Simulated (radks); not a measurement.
Problem. Coherent X-ray form factor from a spherical all-electron density. Method: non-relativistic Kohn-Sham, exchange-only B88, spin-polarised, spherical densities, point nucleus; computed with a radial shooting solver on a logarithmic mesh with Libxc functionals.

sin(theta)/lambda (1/angstrom),f0 (electrons)
0.05,68.193
0.1,66.054
0.15,63.133
0.2,59.852
0.25,56.435
0.3,53.027
0.4,46.648
0.5,41.150
0.6,36.481
0.8,28.989
1,23.496
1.25,18.998
1.5,16.270
2,12.750

The species is in the configuration that NIST lists as its ground one. Which atom or ion scatters so?

Solution. The lutetium ion Lu2+, [Xe] 4f14 6s1. Extrapolating in s^2 from the first two rows gives f0(0) = 68.9, near the electron count 69; among species with that count, the fall with angle is slower the higher Z, and the table is that of Z = 71; from so few rows the species is fixed only to a neighbour or two.
